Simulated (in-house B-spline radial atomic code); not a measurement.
# The nickel ion Ni⁺: [Ne] 3s2 3p5 3d9 4f1 (an excited or competing configuration)

Level of theory: non-relativistic Hartree-Fock with fractional occupations, spin-polarised, spherical fractional occupations, point nucleus; calculated with an all-electron radial atomic-structure program (B-spline basis).

Effective charges: Z_r = [3n² - l(l+1)]/(2<r>) from the radius, Z_e = n√(-2ε) from the energy, and Slater's rules. Values are occupation-weighted means over spin.

```csv
shell,electrons,ε (eV),<r> (bohr),Z_r,Z_e,Slater
1s,2,-8340.7,0.0548,27.37,24.76,27.70
2s,2,-1052.4,0.2469,24.30,17.59,23.85
2p,6,-917.35,0.2162,23.12,16.42,23.85
3s,2,-149.93,0.7488,18.03,9.96,17.10
3p,5,-105.51,0.7839,15.95,8.35,17.10
3d,9,-34.781,0.9495,11.06,4.80,8.20
4f,1,-1.4721,11.01,1.64,1.32,2.00
```

The least bound orbital is 4f up at -1.472 eV, and it is also the most diffuse (<r> = 11.01 bohr).

Caution: exact exchange at fractional occupations of open shells leaves self-interaction of up to several eV.
